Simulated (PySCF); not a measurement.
PySCF job for 2-hydroxy-3H-oxaborole (C3H5BO2), SMILES C1=CCB(O1)O, TDA-PBE/def2-SVPD. Coordinates come from a PBE-D3(BJ)/def2-SVP optimisation. Other conformers were not sampled.

```python
import numpy as np
from pyscf import gto, scf, dft, tdscf

mol = gto.M(
    atom='''
    O    -0.11115640   -2.11802279    0.00000000
    B     0.00338450   -0.76126981   -0.00000000
    C     1.26688624    0.21575914   -0.00000000
    C     0.54914734    1.54593377    0.00000000
    C    -0.78370760    1.33186399   -0.00000000
    O    -1.16790216   -0.00077477   -0.00000000
    H     0.75723412   -2.55433241   -0.00000000
    H     1.92701648    0.07885065   -0.88675023
    H     1.92701648    0.07885064    0.88675022
    H     1.02217935    2.53725667    0.00000001
    H    -1.61185628    2.05476256    0.00000000
    ''',
    basis='def2-SVPD',
    charge=0,
    spin=0,
    symmetry=True,
    max_memory=1600,
    verbose=4,
)
mf = dft.RKS(mol, xc='pbe').density_fit(auxbasis='def2-universal-jkfit')
mf.grids.level = 3
mf.conv_tol = 1e-9
mf.max_cycle = 100
mf.kernel()
mf.grids = dft.Grids(mol).set(level=1).build(with_non0tab=True)  # coarser grid for the response kernel
td = tdscf.TDA(mf)
td.singlet = True
td.nstates = 10
td.conv_tol = 1e-4
td.positive_eig_threshold = 1e-6
td.kernel(x0=td.get_init_guess(mf, 15))
td.analyze()
tt = tdscf.TDA(mf)
tt.singlet = False
tt.nstates = 4
tt.conv_tol = 1e-4
tt.positive_eig_threshold = 1e-6
tt.kernel(x0=tt.get_init_guess(mf, 9))
tt.analyze(verbose=3)
```

Log of the run:

```
PySCF version 2.14.0

[INPUT] verbose = 4
[INPUT] num. atoms = 11
[INPUT] num. electrons = 44
[INPUT] charge = 0
[INPUT] spin (= nelec alpha-beta = 2S) = 0
[INPUT] symmetry True subgroup None
[INPUT] Mole.unit = angstrom
[INPUT] Symbol           X                Y                Z      unit          X                Y                Z       unit  Magmom
[INPUT]  1 O     -0.111156400000  -2.118022790000   0.000000000000 AA   -0.210055152993  -4.002482998687   0.000000000000 Bohr   0.0
[INPUT]  2 B      0.003384500000  -0.761269810000   0.000000000000 AA    0.006395778069  -1.438591447800   0.000000000000 Bohr   0.0
[INPUT]  3 C      1.266886240000   0.215759140000   0.000000000000 AA    2.394068024580   0.407725683472   0.000000000000 Bohr   0.0
[INPUT]  4 C      0.549147340000   1.545933770000   0.000000000000 AA    1.037738074633   2.921391432016   0.000000000000 Bohr   0.0
[INPUT]  5 C     -0.783707600000   1.331863990000   0.000000000000 AA   -1.480992725740   2.516858176270   0.000000000000 Bohr   0.0
[INPUT]  6 O     -1.167902160000  -0.000774770000   0.000000000000 AA   -2.207015222688  -0.001464103110   0.000000000000 Bohr   0.0
[INPUT]  7 H      0.757234120000  -2.554332410000   0.000000000000 AA    1.430965098976  -4.826988686000   0.000000000000 Bohr   0.0
[INPUT]  8 H      1.927016480000   0.078850650000  -0.886750230000 AA    3.641533384723   0.149006133244  -1.675715075595 Bohr   0.0
[INPUT]  9 H      1.927016480000   0.078850640000   0.886750220000 AA    3.641533384723   0.149006114347   1.675715056698 Bohr   0.0
[INPUT] 10 H      1.022179350000   2.537256670000   0.000000010000 AA    1.931639021686   4.794720214026   0.000000018897 Bohr   0.0
[INPUT] 11 H     -1.611856280000   2.054762560000   0.000000000000 AA   -3.045966921360   3.882938489410   0.000000000000 Bohr   0.0

nuclear repulsion = 214.078647652616
point group symmetry = Cs
symmetry origin: [ 2.14741605e-09 -8.58966383e-10  3.55389984e-18]
symmetry axis x: [ 1.00000000e+00  8.30650424e-10 -2.49914260e-10]
symmetry axis y: [ 8.30650424e-10 -1.00000000e+00 -1.97266089e-10]
symmetry axis z: [-2.49914260e-10  1.97266039e-10 -1.00000000e+00]
num. orbitals of irrep A' = 114
num. orbitals of irrep A" = 52
number of shells = 70
number of NR pGTOs = 236
number of NR cGTOs = 166
basis = def2-SVPD
ecp = {}


******** <class 'pyscf.df.df_jk.DFSymAdaptedRKS'> ********
method = DFSymAdaptedRKS
initial guess = minao
damping factor = 0
level_shift factor = 0
DIIS = <class 'pyscf.scf.diis.CDIIS'>
diis_start_cycle = 1
diis_space = 8
diis_damp = 0
SCF conv_tol = 1e-09
SCF conv_tol_grad = None
SCF max_cycles = 100
direct_scf = False
XC library pyscf.dft.libxc version 7.1.2
    S. Lehtola, C. Steigemann, M. J. T. Oliveira, and M. A. L. Marques,  SoftwareX 7, 1–5 (2018)
XC functionals = pbe
    J. P. Perdew, K. Burke, and M. Ernzerhof,  Phys. Rev. Lett. 77, 3865 (1996)
    J. P. Perdew, K. Burke, and M. Ernzerhof,  Phys. Rev. Lett. 78, 1396 (1997)
    J. P. Perdew, K. Burke, and M. Ernzerhof,  Phys. Rev. Lett. 77, 3865 (1996)
    J. P. Perdew, K. Burke, and M. Ernzerhof,  Phys. Rev. Lett. 78, 1396 (1997)
radial grids:
    Treutler-Ahlrichs [JCP 102, 346 (1995); DOI:10.1063/1.469408] (M4) radial grids

becke partition: Becke, JCP 88, 2547 (1988); DOI:10.1063/1.454033
pruning grids: <function nwchem_prune>
grids dens level: 3
symmetrized grids: True
atomic radii adjust function: <function treutler_atomic_radii_adjust>
small_rho_cutoff = 0
Freeze 0 electrons in irreps []
    44 free electrons in irreps A' A"
Set gradient conv threshold to 3.16228e-05
Initial guess from minao.
tot grids = 133608
init E= -292.744908951312
HOMO (A") = -0.284527746608715  LUMO (A") = -0.0903228969213741  gap/eV = 5.28458
cycle= 1 E= -291.994008626174  delta_E= 0.751  |g|= 0.905  |ddm|=  5.3
HOMO (A") = -0.0940220466253661  LUMO (A') = -0.00184116987867489  gap/eV = 2.50837
cycle= 2 E= -291.454831174594  delta_E= 0.539  |g|= 1.86  |ddm|= 2.52
HOMO (A") = -0.1897518666024  LUMO (A') = -0.0268864299982123  gap/eV = 4.43179
cycle= 3 E= -292.148871023955  delta_E= -0.694  |g|= 0.234  |ddm|= 1.73
HOMO (A") = -0.210336747466008  LUMO (A") = -0.0357899777426622  gap/eV = 4.74966
cycle= 4 E= -292.158689193327  delta_E= -0.00982  |g|= 0.129  |ddm|= 0.498
HOMO (A") = -0.208517749740383  LUMO (A") = -0.0352163006475195  gap/eV = 4.71577
cycle= 5 E= -292.16206973615  delta_E= -0.00338  |g|= 0.064  |ddm|= 0.233
HOMO (A") = -0.204590573076255  LUMO (A") = -0.0320040383630222  gap/eV = 4.69632
cycle= 6 E= -292.163131631089  delta_E= -0.00106  |g|= 0.0119  |ddm|= 0.0808
HOMO (A") = -0.204776736852433  LUMO (A") = -0.0320708069787556  gap/eV = 4.69957
cycle= 7 E= -292.16315930268  delta_E= -2.77e-05  |g|= 0.00517  |ddm|= 0.0209
HOMO (A") = -0.204778382431203  LUMO (A") = -0.0321522475729373  gap/eV = 4.69740
cycle= 8 E= -292.163164554083  delta_E= -5.25e-06  |g|= 0.000865  |ddm|= 0.0047
HOMO (A") = -0.204812903605791  LUMO (A") = -0.0321536061794763  gap/eV = 4.69830
cycle= 9 E= -292.163164700045  delta_E= -1.46e-07  |g|= 0.000143  |ddm|= 0.00159
HOMO (A") = -0.204807793118537  LUMO (A") = -0.0321562790097995  gap/eV = 4.69809
cycle= 10 E= -292.163164703669  delta_E= -3.62e-09  |g|= 8.24e-05  |ddm|= 0.000405
HOMO (A") = -0.204816756443707  LUMO (A") = -0.0321614049048618  gap/eV = 4.69819
cycle= 11 E= -292.163164705333  delta_E= -1.66e-09  |g|= 2.3e-05  |ddm|= 0.000164
HOMO (A") = -0.204813811208967  LUMO (A") = -0.0321592376528771  gap/eV = 4.69817
cycle= 12 E= -292.163164705455  delta_E= -1.22e-10  |g|= 4.17e-06  |ddm|= 4.03e-05
HOMO (A") = -0.204814126126967  LUMO (A") = -0.0321595558019319  gap/eV = 4.69817
Extra cycle  E= -292.16316470545  delta_E= 4.77e-12  |g|= 6.05e-06  |ddm|= 1.8e-05
converged SCF energy = -292.16316470545
tot grids = 43440
Overwritten attributes  positive_eig_threshold  of <class 'pyscf.tdscf.rks.TDA'>


******** <class 'pyscf.tdscf.rks.TDA'> for <class 'pyscf.df.df_jk.DFSymAdaptedRKS'> ********
nstates = 10 singlet
deg_eia_thresh = 1.000e-03
wfnsym = None
conv_tol = 0.0001
eigh lindep = 1e-12
eigh level_shift = 0
eigh max_cycle = 100


Excitation energies (eV)
[4.90924063 5.51715237 5.99377876 6.70373187 6.74237777 6.8522436
 6.87893167 6.94665544 7.2896401  7.30607635]

** Singlet excitation energies and oscillator strengths **
Excited State   1:   A"      4.90924 eV    252.55 nm  f=0.0000
      22 -> 24       -0.70692
Excited State   2:   A'      5.51715 eV    224.72 nm  f=0.0624
      22 -> 23        0.59080
      22 -> 25        0.36485
Excited State   3:   A"      5.99378 eV    206.85 nm  f=0.0061
      22 -> 26        0.70699
Excited State   4:   A"      6.70373 eV    184.95 nm  f=0.0080
      22 -> 27        0.70478
Excited State   5:   A"      6.74238 eV    183.89 nm  f=0.0021
      21 -> 23       -0.70030
Excited State   6:   A'      6.85224 eV    180.94 nm  f=0.0464
      20 -> 23        0.23583
      21 -> 24       -0.28985
      22 -> 23        0.22817
      22 -> 25       -0.45600
      22 -> 29        0.27276
Excited State   7:   A"      6.87893 eV    180.24 nm  f=0.0009
      22 -> 28        0.70469
Excited State   8:   A'      6.94666 eV    178.48 nm  f=0.0503
      21 -> 24       -0.63898
      22 -> 25        0.17457
      22 -> 29       -0.19864
Excited State   9:   A'      7.28964 eV    170.08 nm  f=0.0649
      20 -> 23        0.19485
      22 -> 23        0.14760
      22 -> 25       -0.19623
      22 -> 29       -0.61246
Excited State  10:   A"      7.30608 eV    169.70 nm  f=0.0090
      22 -> 30       -0.70470

** Transition electric dipole moments (AU) **
state          X           Y           Z        Dip. S.      Osc.
  1         0.0000     -0.0000     -0.0023      0.0000      0.0000
  2        -0.4830     -0.4779      0.0000      0.4617      0.0624
  3         0.0000      0.0000     -0.2033      0.0413      0.0061
  4         0.0000     -0.0000      0.2207      0.0487      0.0080
  5        -0.0000      0.0000      0.1116      0.0124      0.0021
  6        -0.5256      0.0199      0.0000      0.2766      0.0464
  7         0.0000      0.0000     -0.0712      0.0051      0.0009
  8         0.5188      0.1618     -0.0000      0.2953      0.0503
  9        -0.3333     -0.5026      0.0000      0.3636      0.0649
 10        -0.0000      0.0000     -0.2241      0.0502      0.0090

** Transition velocity dipole moments (imaginary part, AU) **
state          X           Y           Z        Dip. S.      Osc.
  1        -0.0000      0.0000      0.0114      0.0001      0.0005
  2         0.0068     -0.0225      0.0000      0.0006      0.0018
  3         0.0000      0.0000     -0.0573      0.0033      0.0099
  4        -0.0000      0.0000      0.0654      0.0043      0.0116
  5        -0.0000     -0.0000     -0.0133      0.0002      0.0005
  6         0.0332      0.0477     -0.0000      0.0034      0.0089
  7        -0.0000     -0.0000     -0.0456      0.0021      0.0055
  8         0.0659      0.0300      0.0000      0.0052      0.0137
  9         0.0221     -0.0749      0.0000      0.0061      0.0152
 10        -0.0000      0.0000     -0.0612      0.0037      0.0093

** Transition magnetic dipole moments (imaginary part, AU) **
state          X           Y           Z
  1         0.0879      0.0496     -0.0000
  2         0.0000     -0.0000     -0.6686
  3         0.7381      0.0852      0.0000
  4        -0.0660      0.1572     -0.0000
  5        -0.4330      0.2192      0.0000
  6        -0.0000      0.0000     -1.0372
  7        -0.2135      0.0858      0.0000
  8         0.0000      0.0000     -0.2023
  9        -0.0000     -0.0000     -0.5136
 10         0.1988     -0.1321      0.0000


******** <class 'pyscf.tdscf.rks.TDA'> for <class 'pyscf.df.df_jk.DFSymAdaptedRKS'> ********
nstates = 4 triplet
deg_eia_thresh = 1.000e-03
wfnsym = None
conv_tol = 0.0001
eigh lindep = 1e-12
eigh level_shift = 0
eigh max_cycle = 100


Excitation energies (eV)
[3.96019923 4.85395188 5.43719763 5.90753943]

** Triplet excitation energies and oscillator strengths **
Excited State   1:   A'      3.96020 eV    313.08 nm  f=0.0000
Excited State   2:   A"      4.85395 eV    255.43 nm  f=0.0000
Excited State   3:   A'      5.43720 eV    228.03 nm  f=0.0000
Excited State   4:   A"      5.90754 eV    209.87 nm  f=0.0000
```

The run converged.
